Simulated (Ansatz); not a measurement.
Breaking the Be1–Br3 bond in BeBrCl (SMILES [Cl][Be][Br]) (multiplicity 1 held, fragments rigid). Energies count from the point at 1.957 Å.
Geometry at that point (charge 0, multiplicity 1):
```tsv
atom	x (Å)	y (Å)	z (Å)
Be	0.0000	0.0000	-0.6760
Cl	0.0000	0.0000	-2.4787
Br	0.0000	0.0000	1.2812
```

Restricted levels (R-, RO-) in cc, def2 and unpolarised 6-31G sets keep to the state of the molecule at rest. U- levels take the lowest unrestricted solution at each point, which mixes spins at long bonds. Active spaces are followed from a long bond inwards. Levels need not reach the same state.

Frozen-core correlation. Filled d and f shells under p-block atoms count as core.

Run with Ansatz (Gaussian basis) for Hartree–Fock, density functionals and correlated methods. Each number belongs to the level named beside it.

One of these levels gives 109.14 kcal/mol for the energy at R = 6.263 Å. Which one is it?
(A) CASSCF(6,4)/def2-TZVPPD
(B) R-PBE/def2-TZVPPD
(C) U-PBE/def2-TZVPPD

C, U-PBE/def2-TZVPPD. The others give 122.24 (R-PBE/def2-TZVPPD), 97.80 (CASSCF(6,4)/def2-TZVPPD)

Doubts at one or more of the structures used: a restricted determinant that unrestricted orbitals would lower (R-PBE/def2-TZVPPD); a spin-contaminated determinant (U-PBE/def2-TZVPPD); active orbitals that take no part (CASSCF(6,4)/def2-TZVPPD).

Ansatz is a first-principles code.
